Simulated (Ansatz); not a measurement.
F₂Mn, sextet, geometry from GFN2-xTB (such geometries of metal compounds can be far from the true shape); Ansatz (a program for electronic structure) with PBE0/STO-3G.

Input for Ansatz:
Ansatz 0.2 input:
```yaml
crystal:
  periodic: [false, false, false]
  atoms:
    - {symbol: Mn, position_ang: [0.00978932, 0.00026683, -0.00171777]}
    - {symbol: F, position_ang: [-0.24180904, 1.28198867, -1.09896899]}
    - {symbol: F, position_ang: [0.21461649, -1.28272985, 1.10374058]}
basis:
  gaussian:
    orbitals: STO-3G
    occupation: {up: {"A1": 11, "A2": 3, "B1": 4, "B2": 6}, down: {"A1": 9, "A2": 1, "B1": 3, "B2": 6}}
hamiltonian:
  xc: pbe0
magnetization: {spin_polarized: true, initial_magnetization: 5}
```

It wrote (shortened):

```
Functional definition: PBE0
the irreps are read with x along [0.113, 0.659, 0.744], y along [-0.134, 0.752, -0.646] and z along [-0.985, -0.027, 0.173] of the geometry given
393 factors; integrals over basis functions are off by at most 4.7e-4 eV
Error: 3 electrons of one spin were asked for in irrep 3 (counted from 0), which has 2 orbitals
```

The input was rejected before any calculation.
